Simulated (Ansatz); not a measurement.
```yaml
crystal:
  periodic: [false, false, false]
  atoms:
    - {symbol: N, position_ang: [-0.645027, 1.208839, -1.286896]}
    - {symbol: B, position_ang: [0.333518, 0.517533, -0.632770]}
    - {symbol: B, position_ang: [1.332134, -0.357591, 0.159262]}
    - {symbol: Si, position_ang: [-0.007388, -1.148977, 1.182054]}
    - {symbol: H, position_ang: [-0.866251, 1.049631, -2.256855]}
    - {symbol: H, position_ang: [-1.201626, 1.926193, -0.852083]}
    - {symbol: H, position_ang: [2.497655, -0.309521, 0.383694]}
    - {symbol: H, position_ang: [-1.443406, -1.063625, 0.800528]}
    - {symbol: H, position_ang: [0.088991, -1.868682, 2.486068]}
basis:
  gaussian: {orbitals: def2-TZVPP}
hamiltonian: {xc: {name: wB97}}
scf: {lower_state_search: off}
output: {forces: true}
```

```sh
$ ansatz run in.yaml --threads 2 --pin off --events-out ev --progress --plain --max-ram 4352MiB
```

Shortened log:

```
Functional definition: wB97
1076 factors; their error is unknown
393 factors; integrals over basis functions are off by at most 2.9e-5 eV
mean field evaluation 1: about -10796.3932 eV, gradient 4.4e1 eV
mean field evaluation 2: about -10798.2772 eV, gradient 3.4e1 eV
mean field evaluation 4: about -10800.6480 eV, gradient 1.6e0 eV
mean field evaluation 8: about -10800.6613 eV, gradient 1.6e-1 eV
mean field evaluation 16: about -10800.6385 eV, gradient 4.0e-4 eV
mean field -10800.63845740 eV, -396.9161423736 hartree, gradient 6.5e-6 eV, S^2 0.000000; 0 other end points of the search recorded, 0 dependent functions left out
reference -10800.63844531 eV, -396.9161419296 hartree; 18, 18 occupied and 187, 187 virtual orbitals, 1076 factors
Total energy: -10800.63844531 eV, -396.9161419296 hartree
Atom 0 at    -0.645027     1.208839    -1.286896 Å, force    -0.274649     0.204301    -0.196517 eV/Å
Atom 1 at     0.333518     0.517533    -0.632770 Å, force     0.129477    -0.159186     0.190348 eV/Å
Atom 2 at     1.332134    -0.357591     0.159262 Å, force    -0.121389    -0.240332     0.183227 eV/Å
Atom 3 at    -0.007388    -1.148977     1.182054 Å, force     0.145109     0.152414    -0.149462 eV/Å
Atom 4 at    -0.866251     1.049631    -2.256855 Å, force     0.026387     0.002561     0.046340 eV/Å
Atom 5 at    -1.201626     1.926193    -0.852083 Å, force     0.028591    -0.032997    -0.007055 eV/Å
Atom 6 at     2.497655    -0.309521     0.383694 Å, force     0.005678     0.030388     0.002834 eV/Å
Atom 7 at    -1.443406    -1.063625     0.800528 Å, force     0.082782    -0.022667     0.033315 eV/Å
Atom 8 at     0.088991    -1.868682     2.486068 Å, force    -0.021985     0.065517    -0.103030 eV/Å
Dipole moment:    -0.611595     0.381401    -0.316044 e Å
Checks for a lower state left out: stability, starts, cluster_reference, orbital_swaps, neighbouring_geometries, increment
```

Run time 4.8 s (2 threads of an Arm Neoverse V2 on a shared host); peak host memory 0.38 GiB.
